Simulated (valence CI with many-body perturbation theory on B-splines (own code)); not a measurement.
**Level structure of Os70+**

Calculated by valence CI with perturbative core correlation (CI+MBPT): four valence electrons over a frozen Dirac-Fock core [He], a basis of 11 s, 11 p, 9 d, 7 f, 5 g, 2 h, 1 i functions for each j, with the one-electron correlation potential Σ1 (screened to all orders), the two-electron term Σ2, the three-electron term Σ3, Breit, model QED; selected single and double excitations, second order for the rest (own B-spline code, finite nucleus).

The last digits are not significant, and no measured levels were compared; by estimate large intervals hold to a few tenths of a per cent, small ones and those within an open d or f shell to about a per cent. Among the levels kept, up to 300 cm⁻¹ of a level comes from second order outside the variational space, and about a tenth of that is noise between levels of different J, which matters for small intervals.

Levels 46 to 90 of 114, with energies above the lowest level, (2s^2 2p1/2^2) J=0. "Leading %" is the weight of the configuration and term that name the level; weights of strongly mixed levels are sums over their largest components and can fall short. In the jj column 3d3/2^4 stands for four electrons in 3d with j = 3/2. Lifetimes count E1, E2, E3, M1 and M2 decay at the calculated energies, and are blank where another channel may lead or the interval is too uncertain; long ones can be off by a factor of two.

| No. | Configuration | Term | J | E (× 10³ cm⁻¹) | Leading % | Second component | Lifetime | Leading jj |
| --- | --- | --- | --- | --- | --- | --- | --- | --- |
| 46 | 2s.2p2.3s | 3P | 1 | 104610 | 65 | 20 % 2s.2p2.3s 5P | 2.82 fs | 2s 2p1/2 2p3/2 3s (98 %) |
| 47 | 2s.2p2.3s | 3D | 3 | 104690 | 63 | 36 % 2s.2p2.3s 5P | 5.13 fs | 2s 2p1/2 2p3/2 3s (100 %) |
| 48 | 2s.2p2.3s | 3P | 2 | 104910 | 38 | 36 % 2s.2p2.3s 3D | 2.90 fs | 2s 2p1/2 2p3/2 3s (99 %) |
| 49 | 2s.2p2.3p | 5P° | 1 | 105150 | 39 | 31 % 2s.2p2.3p 5D° | 4.88 fs | 2s 2p1/2 2p3/2 3p1/2 (100 %) |
| 50 | 2s.2p2.3p | 5D° | 2 | 105230 | 46 | 19 % 2s.2p2.3p 3D° | 2.57 fs | 2s 2p1/2 2p3/2 3p1/2 (100 %) |
| 51 | 2s.2p2.3s | 3P | 0 | 105370 | 99 |  | 2.54 fs | 2s 2p1/2 2p3/2 3s (99 %) |
| 52 | 2s.2p2.3s | 3D | 1 | 105380 | 45 | 45 % 2s.2p2.3s 1P | 2.61 fs | 2s 2p1/2 2p3/2 3s (99 %) |
| 53 | 2s.2p2.3s | 3P | 1 | 105430 | 73 | 13 % 2s.2p2.3s 3D | 5.95 fs | 2s 2p1/2 2p3/2 3s (99 %) |
| 54 | 2s.2p2.3s | 1D | 2 | 105460 | 39 | 35 % 2s.2p2.3s 3P | 5.11 fs | 2s 2p1/2 2p3/2 3s (99 %) |
| 55 | 2s.2p2.3p | 3D° | 3 | 105490 | 32 | 28 % 2s.2p2.3p 3F° | 1.79 fs | 2s 2p1/2 2p3/2 3p1/2 (100 %) |
| 56 | 2s.2p2.3p | 3P° | 2 | 105820 | 43 | 16 % 2s.2p2.3p 3D° | 2.79 fs | 2s 2p1/2 2p3/2 3p1/2 (99 %) |
| 57 | 2s.2p2.3p | 3P° | 0 | 106090 | 49 | 27 % 2s.2p2.3p 5D° | 1.75 fs | 2s 2p1/2 2p3/2 3p1/2 (99 %) |
| 58 | 2s.2p2.3p | 3D° | 1 | 106100 | 59 | 15 % 2s.2p2.3p 3P° | 1.90 fs | 2s 2p1/2 2p3/2 3p1/2 (100 %) |
| 59 | 2s.2p2.3p | 3F° | 2 | 106120 | 45 | 23 % 2s.2p2.3p 1D° | 2.83 fs | 2s 2p1/2 2p3/2 3p1/2 (100 %) |
| 60 | 2s.2p2.3p | 1P° | 1 | 106530 | 29 | 21 % 2s.2p2.3p 3D° | 2.68 fs | 2s 2p1/2 2p3/2 3p1/2 (99 %) |
| 61 | 2s2.2p.3p | 3D | 3 | 107320 | 98 |  | 83.4 fs | 2s^2 2p3/2 3p3/2 (98 %) |
| 62 | 2s2.2p.3p | 1P | 1 | 107330 | 54 | 37 % 2s2.2p.3p 3S | 66.1 fs | 2s^2 2p3/2 3p3/2 (98 %) |
| 63 | 2s2.2p.3p | 3P | 2 | 107580 | 64 | 34 % 2s2.2p.3p 1D | 73.6 fs | 2s^2 2p3/2 3p3/2 (98 %) |
| 64 | 2s2.2p.3p | 1S | 0 | 107810 | 66 | 32 % 2s2.2p.3p 3P | 60.8 fs | 2s^2 2p3/2 3p3/2 (98 %) |
| 65 | 2p3.3s | 3P° | 2 | 107830 | 47 | 23 % 2p3.3s 5S° | 6.43 fs | 2p1/2^2 2p3/2 3s (97 %) |
| 66 | 2p3.3s | 1P° | 1 | 107910 | 31 | 27 % 2p3.3s 3D° | 3.04 fs | 2p1/2^2 2p3/2 3s (96 %) |
| 67 | 2s2.2p.3d | 3D° | 2 | 108080 | 50 | 24 % 2s2.2p.3d 1D° | 554 as | 2s^2 2p3/2 3d3/2 (98 %) |
| 68 | 2s2.2p.3d | 3F° | 3 | 108150 | 53 | 34 % 2s2.2p.3d 1F° | 600 as | 2s^2 2p3/2 3d3/2 (98 %) |
| 69 | 2s2.2p.3d | 3P° | 1 | 108180 | 55 | 38 % 2s2.2p.3d 3D° | 470 as | 2s^2 2p3/2 3d3/2 (98 %) |
| 70 | 2s2.2p.3d | 3P° | 0 | 108220 | 98 |  | 605 as | 2s^2 2p3/2 3d3/2 (98 %) |
| 71 | 2p3.3p | 3P | 1 | 108580 | 32 | 19 % 2p3.3p 5P | 973 as | 2p1/2^2 2p3/2 3p1/2 (98 %) |
| 72 | 2p3.3p | 3D | 2 | 108590 | 25 | 20 % 2p3.3p 3F | 986 as | 2p1/2^2 2p3/2 3p1/2 (98 %) |
| 73 | 2s2.2p.3d | 3F° | 4 | 108970 | 93 |  | 2.06 ps | 2s^2 2p3/2 3d5/2 (93 %) |
| 74 | 2s.2p2.3p | 5D° | 3 | 108990 | 50 | 31 % 2s.2p2.3p 5P° | 13.3 fs | 2s 2p1/2 2p3/2 3p3/2 (99 %) |
| 75 | 2s2.2p.3d | 3P° | 2 | 109080 | 41 | 38 % 2s2.2p.3d 1D° | 839 as | 2s^2 2p3/2 3d5/2 (91 %) |
| 76 | 2s.2p2.3p | 3P° | 1 | 109090 | 27 | 26 % 2s.2p2.3p 5P° | 2.55 fs | 2s 2p1/2 2p3/2 3p3/2 (99 %) |
| 77 | 2s2.2p.3d | 3D° | 3 | 109220 | 63 | 32 % 2s2.2p.3d 1F° | 359 as | 2s^2 2p3/2 3d5/2 (94 %) |
| 78 | 2s.2p2.3p | 3D° | 2 | 109230 | 43 | 16 % 2s.2p2.3p 5S° | 2.27 fs | 2s 2p1/2 2p3/2 3p3/2 (93 %) |
| 79 | 2s2.2p.3d | 1P° | 1 | 109340 | 60 | 26 % 2s2.2p.3d 3P° | 529 as | 2s^2 2p3/2 3d5/2 (97 %) |
| 80 | 2s.2p2.3p | 3F° | 4 | 109340 | 60 | 35 % 2s.2p2.3p 5D° | 206 fs | 2s 2p1/2 2p3/2 3p3/2 (94 %) |
| 81 | 2s.2p2.3p | 3P° | 0 | 109340 | 79 | 14 % 2s.2p2.3p 5D° | 1.67 fs | 2s 2p1/2 2p3/2 3p3/2 (100 %) |
| 82 | 2s.2p2.3p | 3P° | 2 | 109450 | 51 | 20 % 2s.2p2.3p 1D° | 2.93 fs | 2s 2p1/2 2p3/2 3p3/2 (98 %) |
| 83 | 2s.2p2.3p | 3D° | 3 | 109560 | 53 | 26 % 2s.2p2.3p 1F° | 2.51 fs | 2s 2p1/2 2p3/2 3p3/2 (98 %) |
| 84 | 2s.2p2.3p | 1P° | 1 | 109580 | 41 | 14 % 2s.2p2.3p 3S° | 1.61 fs | 2s 2p1/2 2p3/2 3p3/2 (98 %) |
| 85 | 2s.2p2.3d | 5F | 2 | 109690 | 44 | 17 % 2s.2p2.3d 3P | 1.81 fs | 2s 2p1/2 2p3/2 3d3/2 (100 %) |
| 86 | 2s.2p2.3d | 5D | 1 | 109720 | 48 | 22 % 2s.2p2.3d 5F | 2.21 fs | 2s 2p1/2 2p3/2 3d3/2 (100 %) |
| 87 | 2s.2p2.3d | 5D | 0 | 109730 | 82 | 16 % 2s.2p2.3d 3P | 7.31 fs | 2s 2p1/2 2p3/2 3d3/2 (100 %) |
| 88 | 2s.2p2.3d | 5F | 3 | 109770 | 48 | 18 % 2s.2p2.3d 3F | 1.88 fs | 2s 2p1/2 2p3/2 3d3/2 (98 %) |
| 89 | 2s.2p2.3p | 3D° | 2 | 110000 | 38 | 27 % 2s.2p2.3p 3P° | 2.86 fs | 2s 2p1/2 2p3/2 3p3/2 (99 %) |
| 90 | 2s.2p2.3p | 3D° | 3 | 110030 | 47 | 34 % 2s.2p2.3p 3F° | 3.70 fs | 2s 2p1/2 2p3/2 3p3/2 (99 %) |
